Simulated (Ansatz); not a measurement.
`C[Se][GaH2]` + `[SiH3][SeH]` → `C[Se][Se][SiH3]` + `[GaH3]`  (ligand exchange at the Se–Ga bond)

Computed with Ansatz on PBE0-D4/def2-TZVP structures; ΔE is electronic, products minus reactants. CCSD(T)/CBS adds triple-zeta CCSD(T) − MP2 to the extrapolated MP2 energy (def2 sets, frozen cores). DFT in def2-TZVPP. HSE06 is defined as in plane-wave codes. For Ga, Se outer-core shells are correlated without core-valence functions, which leaves a few kJ/mol of doubt a bond. Scalar relativity is left out up to krypton. Each species was taken in one conformer, which may not be the lowest.

`C[Se][GaH2]`:

Cartesian coordinates in Å:
```
C 0.325 0.173 1.402
Se 1.358 0.048 -0.260
Ga -0.354 -0.216 -1.781
H 0.536 1.134 1.866
H 0.638 -0.634 2.062
H -0.739 0.088 1.192
H 0.044 -0.359 -3.283
H -1.807 -0.234 -1.197
```

`[SiH3][SeH]`:

```xyz
6

Si    0.156   -0.206   -0.515
Se    0.390    0.952    1.435
H    -0.047   -1.654   -0.265
H     1.432    0.009   -1.240
H    -0.978    0.312   -1.319
H    -0.953    0.587    1.904
```

`C[Se][Se][SiH3]`:

```xyz
10

C     1.971   -0.487   -0.057
Se    1.019    0.421    1.377
Se   -0.333    1.833    0.100
Si   -2.006    0.295   -0.089
H     1.268   -1.024   -0.691
H     2.545    0.232   -0.636
H     2.644   -1.195    0.430
H    -3.053    0.892   -0.962
H    -1.482   -0.944   -0.717
H    -2.574   -0.022    1.243
```

`[GaH3]`:

Cartesian coordinates in Å:
```
Ga -0.001 0.000 0.000
H -0.226 -1.413 0.643
H -0.627 0.335 -1.398
H 0.854 1.077 0.755
```

```
             level  ΔE (kJ/mol)  difference from CCSD(T)/CBS
            PBE-D4         92.3                         -9.6
         revPBE-D4         87.1                        -14.8
          HSE06-D4         96.3                         -5.6
          BHLYP-D4         96.2                         -5.7
          PBE-QIDH        102.9                          1.0
               PBE         97.0                         -4.9
             HSE06        100.4                         -1.5
             BHLYP        103.0                          1.1
         CAM-B3LYP        101.3                         -0.6
RPA@PBE/def2-TZVPP         98.9                         -3.0
      MP2/def2-SVP        109.2                          7.3
     CCSD/def2-SVP        110.2                          8.3
SCS-MP2/def2-TZVPP         99.6                         -2.3
CCSD(T)/def2-TZVPP        103.2                          1.3
    MP2/def2-QZVPP        100.5                         -1.4
SCS-MP2/def2-QZVPP         98.2                         -3.7
       CCSD(T)/CBS        101.9                            0
```

Largest T1 diagnostic among the species: 0.013.

From PBE to PBE0 (25 % exact exchange), in def2-TZVPP and without D4, ΔE moves by +3.5 kJ/mol. Leaving LDA and LC-ωPBE aside and taking each functional with its dispersion term where it has one, the values spread over 15.9 kJ/mol, from revPBE-D4 to PBE-QIDH. LDA lies +3.7 kJ/mol from PBE without D4. At CCSD(T), def2-SVP lies +7.2 kJ/mol from the extrapolated value and def2-TZVPP +1.2 kJ/mol.
